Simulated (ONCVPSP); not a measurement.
**An all-electron radial function and its pseudo partner (Fe)**

Columns: radius, all-electron u(r) and pseudo u(r) of the 3s shell (level -131.17 eV) of iron in the configuration [Ne] 3s2 3p6 3d5; PBE, scalar-relativistic, ONCV scheme, ONCVPSP 4.0.1.

```json
{"r (bohr)": "0.093", "all-electron": "-0.1836", "pseudo": "0.0963"}
{"r (bohr)": "0.185", "all-electron": "-0.6629", "pseudo": "0.2313"}
{"r (bohr)": "0.278", "all-electron": "-0.3151", "pseudo": "0.4251"}
{"r (bohr)": "0.370", "all-electron": "0.2762", "pseudo": "0.6593"}
{"r (bohr)": "0.463", "all-electron": "0.7816", "pseudo": "0.8986"}
{"r (bohr)": "0.555", "all-electron": "1.0933", "pseudo": "1.0896"}
{"r (bohr)": "0.648", "all-electron": "1.2311", "pseudo": "1.2008"}
{"r (bohr)": "0.740", "all-electron": "1.2385", "pseudo": "1.2199"}
{"r (bohr)": "0.833", "all-electron": "1.1651", "pseudo": "1.1602"}
{"r (bohr)": "0.925", "all-electron": "1.0498", "pseudo": "1.0496"}
{"r (bohr)": "1.018", "all-electron": "0.9164", "pseudo": "0.9164"}
{"r (bohr)": "1.110", "all-electron": "0.7835", "pseudo": "0.7836"}
{"r (bohr)": "1.203", "all-electron": "0.6577", "pseudo": "0.6578"}
{"r (bohr)": "1.295", "all-electron": "0.5461", "pseudo": "0.5461"}
{"r (bohr)": "1.388", "all-electron": "0.4479", "pseudo": "0.4479"}
{"r (bohr)": "1.480", "all-electron": "0.3651", "pseudo": "0.3651"}
{"r (bohr)": "1.573", "all-electron": "0.2949", "pseudo": "0.2949"}
{"r (bohr)": "1.665", "all-electron": "0.2374", "pseudo": "0.2374"}
{"r (bohr)": "1.758", "all-electron": "0.1898", "pseudo": "0.1898"}
{"r (bohr)": "1.850", "all-electron": "0.1514", "pseudo": "0.1514"}
{"r (bohr)": "1.943", "all-electron": "0.1201", "pseudo": "0.1201"}
{"r (bohr)": "2.035", "all-electron": "0.0952", "pseudo": "0.0952"}
{"r (bohr)": "2.128", "all-electron": "0.0751", "pseudo": "0.0751"}
{"r (bohr)": "2.220", "all-electron": "0.0592", "pseudo": "0.0592"}
{"r (bohr)": "2.313", "all-electron": "0.0464", "pseudo": "0.0464"}
{"r (bohr)": "2.405", "all-electron": "0.0365", "pseudo": "0.0365"}
```

Q: How many radial nodes do the two functions have?

A: The all-electron 3s function has n − l − 1 = 2 (the table is too coarse to show those close to the nucleus); the pseudo-wave has 0, since the states of the same l below it are removed with the core.

Q: At about which radius was the pseudo-wave matched?

A: 1.00 bohr, where the columns begin to agree (steps of 0.09 bohr).

Q: Where does each function peak?

A: Outermost all-electron maximum near 0.74 bohr, pseudo maximum near 0.74 bohr (to the table’s step).

Q: Is the pseudo-wave norm-conserving?

A: Yes: the ONCV scheme keeps the norm inside the radius equal to the all-electron one, which fixes the energy derivative of the logarithmic derivative at the level.
